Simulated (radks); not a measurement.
Species: Rb13+. Configuration: [Ar] 3d6 (the NIST ground configuration).

All-electron calculation, scalar-relativistic Kohn-Sham, PBE, spin-polarised, spherical densities, finite nucleus; open shells are filled with parallel spins first (spin-orbit coupling, left out, can overturn this in heavy ions); Fermi nuclear charge, rms radius 4.2036 fm. Program: a radial shooting solver on a logarithmic mesh with Libxc functionals.

Energy parts (eV):
part                       energy
total                  -79110.581
kinetic                 81081.538
electron-nucleus      -182128.268
Hartree                 24370.548
exchange-correlation    -2434.399

Orbitals (lengths in bohr, moments of r in powers of bohr; <r^-3> diverges for s and p1/2):
| orbital | occ. | eigenvalue (eV) | <r^4> | <r^-3> |
|---|---|---|---|---|
| 1s up | 1 | -15395.46 | 0.00001235 | - |
| 1s down | 1 | -15395.44 | 0.00001235 | - |
| 2s up | 1 | -2371.496 | 0.002378 | - |
| 2s down | 1 | -2365.356 | 0.002363 | - |
| 2p up | 3 | -2143.699 | 0.001714 | 1645 |
| 2p down | 3 | -2139.121 | 0.001699 | 1651 |
| 3s up | 1 | -623.7414 | 0.1105 | - |
| 3s down | 1 | -615.2714 | 0.1126 | - |
| 3p up | 3 | -549.9939 | 0.1180 | 287.8 |
| 3p down | 3 | -541.4371 | 0.1209 | 283.1 |
| 3d up | 5 | -431.9213 | 0.1141 | 38.62 |
| 3d down | 1 | -422.3185 | 0.1194 | 38.10 |

The highest occupied level is 3d down at -422.32 eV. Spin moment in Bohr magnetons: 4. The spin density at the nucleus is -3.485 e/bohr^3 (1s -0.290, 2s -9.947, 3s 6.752). The electron density at the nucleus is 5.58e+04 e/bohr^3 (large components only). Summed over all electrons, <r^2> = 3.948 bohr^2, which gives a Langevin (diamagnetic) susceptibility term of -3.13 x 10^-6 cm^3/mol. For comparison, the ionisation energy in NIST's Atomic Spectra Database is 443 eV (theoretical). In exact Kohn-Sham theory the highest level is minus the ionisation energy, but local and semilocal functionals leave it too shallow, through self-interaction and a potential that decays too fast; potentials with the right tail come closer. The density falls to 0.001 e/bohr^3 at r = 1.47 bohr.
